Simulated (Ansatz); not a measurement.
A series at Si: from `C=C[SiH2][SiH3]`, ligands are replaced one by one, each step taking up H₂O and setting free H₂; n counts the steps. Ansatz, PBE0-D4/def2-TZVP geometries. Each molecule was computed in one conformer, which needn't be the lowest.

```csv
n,molecule,"HOMO energy, ωB97M-V/def2-TZVPP (eV)"
0,`C=C[SiH2][SiH3]`,?
1,`C=C[SiH2][SiH2]O`,-9.56
2,`C=C[SiH](O)[SiH2]O`,-9.47
3,`C=C[SiH](O)[SiH](O)O`,-9.73
```

By hand: fit a straight line y = ȳ + b (n − n̄) to the 3 given rows and predict n = 0.

n̄ = 2.000, ȳ = -9.587; Σ(n − n̄)(y − ȳ) = -0.170, Σ(n − n̄)² = 2.000, so b = -0.085 eV a step. Prediction: -9.587 + (-0.085) × (-2.000) = -9.42 eV.

By hand: compare with the computed value, -9.70 eV, and give the steps along the whole series.

The line misses by -0.28 eV (computed minus predicted). Steps: 0.14, 0.09, -0.26 eV.

The steps change sign along the series, so a line is a poor guide. The highest orbital can change its character along such a series. The miss is 107.7 % of the series' range.
